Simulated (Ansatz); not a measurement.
Basis-set series for BrFZn, SMILES `[F][Zn][Br]`. Total charge 0; spin multiplicity 1. All single points use the PBE0-D4/def2-TZVP geometry.

```tsv
functional	basis	functions	energy (Eh)	HOMO (eV)	LUMO (eV)
PBE0-D4	def2-SVP	77	-4452.18806	-8.59	-1.58
PBE0-D4	def2-TZVPP	143	-4452.88955	-8.88	-1.85
ωB97M-V	def2-SVP	77	-4452.56505	-10.76	0.11
ωB97M-V	def2-TZVPP	143	-4453.26789	-11.10	-0.07
```

Give the rows for def2-QZVPP. (Best estimate.)

Ansatz gave: 
| functional | basis | functions | energy (Eh) | HOMO (eV) | LUMO (eV) |
| --- | --- | --- | --- | --- | --- |
| PBE0-D4 | def2-QZVPP | 246 | -4452.99486 | -8.87 | -1.86 |
| ωB97M-V | def2-QZVPP | 246 | -4453.36943 | -11.09 | -0.24 |

Scalar relativity is left out up to krypton.
